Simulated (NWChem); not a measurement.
System: CH₄GeO₂, singlet; SMILES C[O][Ge][OH]

```xyz
8

Ge     0.3584    -0.7035     0.0017
O     -1.4300    -0.7521    -0.0019
H     -1.9058     0.0869    -0.0350
O      0.6486     1.0676    -0.0114
C     -0.2819     2.1071     0.0070
H     -1.1087     1.9360     0.7250
H      0.2190     3.0415     0.3088
H     -0.7305     2.2801    -0.9894
```
Atoms are numbered in this order, from 1.

All runs: NWChem. Pople sets run with spherical d functions. Low-valent species are run as closed-shell singlets; no triplet was tried in these runs. The geometry was optimised at PBE0/def2-SVP. Vertical excitations in the gas phase; the lowest state need not have the same character in each row.

For level PBE0/6-31G*, TDA:

```
Item                                      Result
----------------------------------------  ------
lowest excitation, singlet (eV)             5.27
oscillator strength of that lowest state   0.024
lowest state with f > 0.02, singlet (eV)    5.27
orbital gap (eV)                            6.38
```

Q: Estimate the same quantities for level BHandHLYP/6-31G*, TDA.

A: 
- lowest excitation, singlet (eV): 5.67
- oscillator strength of that lowest state: 0.140
- lowest state with f > 0.02, singlet (eV): 5.67
- orbital gap (eV): 8.25
